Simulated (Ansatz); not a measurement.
Input file for Ansatz (a program for electronic structure): R-CCSD(T)/aug-cc-pVDZ on C2H9BO (a complex), monomers drawn apart or pushed together.

Ansatz 0.2 input:
```yaml
crystal:
  periodic: [false, false, false]
  atoms:
    - {symbol: B, position_ang: [0.14918511, 0.22652032, 1.09459427]}
    - {symbol: H, position_ang: [1.28059298, 0.51303444, 0.80575931]}
    - {symbol: H, position_ang: [-0.68599582, 1.01994754, 0.75031255]}
    - {symbol: H, position_ang: [-0.14383264, -0.93132885, 0.90094488]}
    - {symbol: C, position_ang: [-1.17642085, 0.15424299, 3.57153313]}
    - {symbol: O, position_ang: [0.12546736, 0.34213310, 2.99246601]}
    - {symbol: C, position_ang: [1.14013998, -0.44572573, 3.63686343]}
    - {symbol: H, position_ang: [-1.12283969, 0.38613866, 4.63485797]}
    - {symbol: H, position_ang: [-1.50529201, -0.87513377, 3.41520463]}
    - {symbol: H, position_ang: [-1.84378465, 0.83992407, 3.06080579]}
    - {symbol: H, position_ang: [1.15071845, -0.20135553, 4.69868829]}
    - {symbol: H, position_ang: [2.08202912, -0.17793193, 3.17049902]}
    - {symbol: H, position_ang: [0.93538229, -1.50747452, 3.48528368]}
basis:
  gaussian:
    orbitals: aug-cc-pVDZ
magnetization: {spin_polarized: false}
correlation: {method: ccsd_t, electrons: outside_noble_gas}
scf: {lower_state_search: off}
```

Output:

```
WARN ansatz: RAYON_NUM_THREADS=2 ignored (pool sized by the plan → 2); use --threads N
Functional definition: HF
these checks for a lower state are left out or cut short: stability, starts, cluster_reference, orbital_swaps, neighbouring_geometries, increment
integrals: 0.64 GiB planned
1675 factors; integrals over basis functions are off by at most 7.4e-4 eV
mean field: 0.65 GiB planned
mean field evaluation 1: about -4908.8087 eV, gradient 2.8e1 eV
mean field evaluation 2: about -4908.8665 eV, gradient 2.8e1 eV
mean field evaluation 4: about -4911.3005 eV, gradient 4.9e0 eV
mean field evaluation 8: about -4911.3515 eV, gradient 1.5e-1 eV
mean field -4911.35160084 eV, -180.4888422972 hartree, gradient 1.0e-6 eV, S^2 0.000000; 0 other end points of the search recorded, 0 dependent functions left out
4 core orbitals not correlated
reference -4911.35160084 eV, -180.4888422972 hartree; 13, 13 occupied and 156, 156 virtual orbitals, 1675 factors
second order -16.79037966 eV of doubles, -0.00000000 eV of singles
coupled cluster: 2.06 GiB planned
cycle   1  -17.75953149 eV  change   -9.7e-1 eV  update   9.6e-2
cycle   2  -18.27405217 eV  change   -5.1e-1 eV  update   2.8e-2
cycle   3  -18.38781276 eV  change   -1.1e-1 eV  update   1.3e-2
cycle   4  -18.38444575 eV  change    3.4e-3 eV  update   2.9e-3
cycle   5  -18.38445750 eV  change   -1.2e-5 eV  update   1.3e-3
cycle   6  -18.38490440 eV  change   -4.5e-4 eV  update   4.4e-4
cycle   7  -18.38472673 eV  change    1.8e-4 eV  update   1.9e-4
cycle   8  -18.38468989 eV  change    3.7e-5 eV  update   6.7e-5
cycle   9  -18.38470703 eV  change   -1.7e-5 eV  update   2.6e-5
perturbative correction -0.54728692 eV, -0.0201124234 hartree
Total energy: -4930.28359479 eV, -181.1845802424 hartree
Checks for a lower state left out: stability, starts, cluster_reference, orbital_swaps, neighbouring_geometries, increment
```

The calculation finished and met its thresholds.

Cost: very roughly 40 core-seconds.
